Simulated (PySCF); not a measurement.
How methods differ on the excitation energy of Kr⁺

Kr⁺ [Ar] 3d10 4s2 4p5 (2P) → Kr⁺ [Ar] 3d10 4s2 4p4 4d1 (high-spin determinant), as a difference of total energies. Computed with PySCF 2.14 in aug-cc-pVQZ-PP with ECP10MDF, with a scalar-relativistic core potential. Correlated levels: valence: 3s2 3p6 3d10 frozen. The calculations carry no spin-orbit coupling.

```
           method  excitation energy (eV)
              UHF                  14.274
    MP2 (valence)                  14.942
SCS-MP2 (valence)                  15.077
   CCSD (valence)                  14.877
CCSD(T) (valence)                  14.855
```

Problem. How much does correlation contribute at CCSD(T) (valence)?

Solution. 14.855 − (14.274) = 0.581 eV, measured against UHF.

The promoted electron is Rydberg-like, and one or two diffuse shells describe it only roughly, which tends to raise the upper state.

The determinant of the upper state mixes LS terms, which raises its energy above the lowest term, most at the Hartree-Fock and MP2 levels.
